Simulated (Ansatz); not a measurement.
Job for Ansatz (a program for electronic structure): R-wB97X-V/def2-TZVPPD on FH7O3Si3 (SMILES O[Si](F)(O[SiH3])O[SiH3]). The basis file is the Basis Set Exchange's JSON of that set.

Ansatz 0.2 input:
```yaml
crystal:
  periodic: [false, false, false]
  atoms:
    - {symbol: O, position_ang: [0.05027542, 2.14862257, -0.74125755]}
    - {symbol: Si, position_ang: [-0.20221405, 1.01044010, 0.41310830]}
    - {symbol: F, position_ang: [-0.14160661, 1.70227414, 1.87035529]}
    - {symbol: O, position_ang: [-1.66218132, 0.29018850, 0.28236995]}
    - {symbol: Si, position_ang: [-2.30427047, -1.25066654, 0.20212334]}
    - {symbol: O, position_ang: [0.98586096, -0.09808960, 0.28799429]}
    - {symbol: Si, position_ang: [2.50242892, -0.33786874, -0.37074287]}
    - {symbol: H, position_ang: [-0.55911434, 2.89356038, -0.79380889]}
    - {symbol: H, position_ang: [-3.77986045, -1.11504016, 0.08980054]}
    - {symbol: H, position_ang: [-1.95787842, -2.01898700, 1.42982186]}
    - {symbol: H, position_ang: [-1.77243810, -1.96367691, -0.99304021]}
    - {symbol: H, position_ang: [3.04098777, -1.60120568, 0.19750398]}
    - {symbol: H, position_ang: [3.40142159, 0.79730997, -0.02306131]}
    - {symbol: H, position_ang: [2.39848910, -0.45676102, -1.85116673]}
basis:
  gaussian:
    orbitals: def2-TZVPPD.json
hamiltonian:
  xc: {name: wB97X-V}
scf: {lower_state_search: off}
```

Output:

```
WARN ansatz: RAYON_NUM_THREADS=8 ignored (pool sized by the plan → 8); use --threads N
Functional definition: wB97X-V
these checks for a lower state are left out or cut short: stability, starts, cluster_reference, orbital_swaps, neighbouring_geometries, increment
integrals: 1.09 GiB planned
2107 factors; their error is unknown
integrals: 1.13 GiB planned
600 factors; integrals over basis functions are off by at most 2.0e-5 eV
mean field: 6.87 GiB planned
mean field evaluation 1: about -32602.0451 eV, gradient 7.9e1 eV
mean field evaluation 2: about -32601.2187 eV, gradient 8.4e1 eV
mean field evaluation 4: about -32611.5242 eV, gradient 3.1e0 eV
mean field evaluation 8: about -32611.5567 eV, gradient 5.5e-2 eV
mean field evaluation 16: about -32611.5946 eV, gradient 9.5e-5 eV
mean field -32611.59464450 eV, -1198.4539982525 hartree, gradient 9.3e-6 eV, S^2 0.000000; 0 other end points of the search recorded, 0 dependent functions left out
reference -32611.59464104 eV, -1198.4539981256 hartree; 41, 41 occupied and 382, 382 virtual orbitals, 2107 factors
Total energy: -32611.59464104 eV, -1198.4539981256 hartree
Checks for a lower state left out: stability, starts, cluster_reference, orbital_swaps, neighbouring_geometries, increment
```

Self-consistency was reached.

Cost: very roughly 40 core-seconds.
